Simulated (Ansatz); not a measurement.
A structure relaxed at PBE-D4/def2-SVP in Ansatz, charge 0, singlet:

```xyz
7

Sn   -0.804    1.357    0.787
Sn    0.596   -0.047   -1.987
Sn   -0.842   -1.868   -0.313
H     1.091   -1.284   -0.465
H     0.705    0.993    1.699
H     0.434    1.450   -0.802
H    -1.181   -0.602    1.083
```

Question: Give its formula and point group.

Answer: the cluster Sn3H4. Point group Cs (tolerance 0.1 Å).

Question: Summarise the bond lengths by kind (pairs closer than 1.2 times the sum of covalent radii, bridged metal pairs left out).

Answer: 7 × H–Sn 1.80 to 2.03 Å.

In the def2 sets Sn takes a core potential; there is no spin–orbit coupling. Another isomer (singlet) lies 0.38 eV lower at PBE0-D4/def2-TZVP; other spin states weren't run for this one.
